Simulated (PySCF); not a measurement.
Se(Cl)(OMe) (CH3ClOSe), SMILES CO[Se]Cl.

Coordinates come from a PBE0-D3(BJ)/def2-SVP optimisation. One conformer was computed; it need not be the lowest.

Method: PySCF with TDA-ωB97X/def2-SVPD.

Vertical excitations. Isolated molecule, no solvent.

Computed lowest excited states:
```tsv
state	energy (eV)	λ (nm)	f	main pairs
S1	3.06	405	0.001	HOMO→LUMO 96 %
S2	4.19	296	0.002	HOMO→LUMO+1 92 %
S3	5.86	212	0.006	HOMO−2→LUMO 88 %
S4	6.07	204	0.042	HOMO−1→LUMO 67 %, HOMO−3→LUMO 21 %
S5	6.44	193	0.006	HOMO−1→LUMO+1 78 %
S6	6.56	189	0.030	HOMO−3→LUMO 58 %, HOMO−1→LUMO 13 %, HOMO−1→LUMO+1 12 %
S7	6.91	179	0.070	HOMO→LUMO+2 84 %
S8	7.35	169	0.018	HOMO−4→LUMO 73 %, HOMO−2→LUMO+1 13 %
S9	7.78	159	0.015	HOMO→LUMO+3 79 %
S10	7.80	159	0.071	HOMO−2→LUMO+1 47 %, HOMO−5→LUMO 12 %, HOMO→LUMO+4 10 %, HOMO−4→LUMO 8 %
T1	2.29	541	0	HOMO→LUMO 96 %
T2	3.29	377	0	HOMO→LUMO+1 90 %
T3	5.10	243	0	HOMO−1→LUMO 55 %, HOMO−2→LUMO 32 %, HOMO−5→LUMO 8 %
T4	5.19	239	0	HOMO−2→LUMO 55 %, HOMO−1→LUMO 29 %
```
Triplets are in the Tamm–Dancoff approximation.
